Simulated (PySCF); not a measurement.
Working with the constants of YbO

RHF-MP2 constants of YbO, singlet, about 13.6 electrons in the 4f shell (Mulliken) (Yb x2c-TZVPall, O x2c-TZVPall; spin-free X2C with a Gaussian nucleus (PySCF 2.14); masses 173.9389 and 15.9949 u):

```
ωe   : 702.5 cm⁻¹
ωexe : 4.71 cm⁻¹
Be   : 0.34095 cm⁻¹
αe   : 0.00215 cm⁻¹
```

Q: What force constant and bond length do these constants imply?

A: Reduced mass μred = 14.648 u; k = 5.8918×10⁻⁷·μred·ωe² (u, cm⁻¹, mdyn/Å) = 4.26 mdyn/Å; Re = √(16.8576/(μred·Be)) (u, cm⁻¹, Å) = 1.837 Å.

Q: Estimate the centrifugal constant D from the Kratzer relation and find the Dunham coefficient a1.

A: D = 4Be³/ωe² = 3.21e-07 cm⁻¹; a1 = −1 − αeωe/(6Be²) = -3.17.

Correlated steps freeze 19 core orbitals. Spin–orbit coupling is left out, which matters for elements this heavy, above all for dissociation energies.
